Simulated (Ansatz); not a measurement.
Species: sum formula ZrH3I, charge 0, multiplicity 1. 
Coordinates optimised at B3LYP-D3(BJ)/def2-TZVP (Ansatz, a program for electronic structure):
```xyz
5

Zr     1.1782    -0.2725     0.8421
I     -0.9835     0.2275    -0.7029
H      2.6901     0.3575    -0.0012
H      0.9777     0.5753     2.4653
H      1.3311    -2.0889     1.1086
```
Charge 0, spin multiplicity 1.

Total electronic energies in hartree. Cores are frozen in the correlated levels unless marked. No spin-orbit coupling. Frozen are the shells of the preceding noble gas and the d and f shells that filled before the atom's block. In def2 rows, elements after Kr have scalar-relativistic effective core potentials. STO-3G rows are all-electron and non-relativistic. CBS marks a two-point X^-3 extrapolation of the correlation energy; Hartree-Fock from the larger set.

```csv
level,program,energy (Eh)
HF/def2-TZVPPD,Ansatz,-344.95962
HF/def2-QZVPPD,Ansatz,-344.96531
BLYP-D4/def2-TZVPD,Ansatz + dftd4,-346.48245
BLYP/def2-TZVPD,Ansatz,-346.47482
r2SCAN-D4/def2-TZVPD,Ansatz + dftd4,-346.69905
B97M-V/def2-TZVPD,Ansatz,-346.56909
r2SCAN0/def2-TZVPD,Ansatz,-346.63442
HSE06-D3(BJ)/def2-TZVPD,Ansatz + dftd3,-346.55608
B2PLYP-D4/def2-TZVPD,Ansatz + dftd4,-346.12166
MP2/def2-SVPD,Ansatz,-345.14541
MP2/def2-TZVPP,Ansatz,-345.22295
"RI-MP2/CBS(def2-TZVPP,def2-QZVPP)",Ansatz,-345.2732
CCSD/STO-3G,Ansatz,-10355.78287
CCSD/def2-SVPD,Ansatz,-345.17711
"CCSD(T)/CBS(def2-TZVPP,def2-QZVPP)",Ansatz,-345.3188
```

Totals of different functionals don't rank their quality; only differences between species are comparable.
